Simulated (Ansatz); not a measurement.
Z-matrix (Å, degrees):
```
Si
B 1 2.027
Al 1 2.466 2 112.9
F 1 1.621 2 109.3 3 124.3
H 1 1.498 2 108.0 3 -120.2
O 2 1.352 1 117.2 3 54.8
H 2 1.205 1 122.9 3 -123.7
H 3 1.590 1 118.7 2 -66.1
H 3 1.589 1 122.1 2 112.3
H 6 0.962 2 114.0 1 179.9
```

Total charge 0; spin multiplicity 1.

Question: List the PBE/def2-TZVPP orbital energies in eV (the Gaussian-basis code of Ansatz). (An estimate is asked.)

Answer: The calculation gave: Occupied: -1779.85, -1506.77, -659.34, -511.46, -177.81, -137.53, -107.04, -94.33, -94.24, -94.22, -69.18, -68.91, -68.89, -28.97, -26.32, -14.71, -12.99, -11.39, -10.49, -10.23, -10.13, -9.46, -9.40, -8.77, -7.28, -7.01, -5.96. Lowest empty: -2.87, -2.00, -1.35, -0.19, 0.14, 0.69, 1.29, 1.84.
